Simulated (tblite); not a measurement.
C2H9AlOSi (SMILES [CH3][Al]([CH3])[O][SiH3]), singlet, at a GFN2-xTB geometry (such geometries of metal compounds can be far from the true shape); GFN1-xTB (tblite 0.6.0).

The tblite input:
```
$ tblite run mol.xyz --method gfn1 --charge 0 --spin 0 --etemp 2000 --json tblite.json --no-restart

# file mol.xyz
14

Al     0.16418219     0.80306897     0.52935491
C      1.71992852     1.91197601    -0.04275149
H      2.65378921     1.34370309     0.00714559
H      1.85268461     2.80857798     0.56567260
H      1.61632416     2.23576822    -1.08292934
C     -1.10034460     1.11363958     2.03992938
H     -1.09292977     0.27495355     2.74276804
H     -2.13109745     1.20242795     1.68352884
H     -0.87444355     2.01710462     2.60931924
O     -0.12203492    -0.58596264    -0.38609585
Si    -0.39320375    -1.92451346    -1.27014763
H     -1.59910444    -2.56410911    -0.74057254
H      0.78190080    -2.78542267    -1.12070468
H     -0.57786386    -1.49570395    -2.65807554
```

What the program printed (banner, timings and long lists left out):

```
xTB calculator
 | screened Coulomb repulsion
 | Coulomb electrostatics
 |  * isotropic Klopman-Ohno-Mataga-Nishimoto electrostatics
 |  * onsite third-order electrostatics
 | DFT-D3(BJ) dispersion correction

halogen bonding energy    0.0000000000000E+00 Eh
repulsion energy          1.6396830308803E-01 Eh
dispersion energy        -4.2179074376943E-03 Eh
number of electrons       3.0000000000000E+01 e
integral cutoff           4.0000000000000E+01 bohr

------------------------------------------------------------
  cycle        total energy    energy error   density error
------------------------------------------------------------
      1     -16.90672973746  -1.7066480E+01   5.4976403E-01
      2     -17.05370328268  -1.4697355E-01   2.9959106E-01
      3     -17.05415467174  -4.5138906E-04   8.1081080E-02
      4     -17.05731437387  -3.1597021E-03   1.9675248E-02
      5     -17.05778073343  -4.6635957E-04   3.1457361E-03
      6     -17.05779004263  -9.3091939E-06   1.0669039E-03
      7     -17.05779144202  -1.3993957E-06   7.1638759E-04
      8     -17.05779309215  -1.6501314E-06   1.9541612E-04
      9     -17.05779322413  -1.3197140E-07   1.6715652E-05
------------------------------------------------------------

electronic energy        -1.7217543619776E+01 Eh
total energy             -1.7057793224126E+01 Eh

Post processing:
 | Mayer-Wiberg bond orders

[Info] JSON dump of results written to 'tblite.json'
```
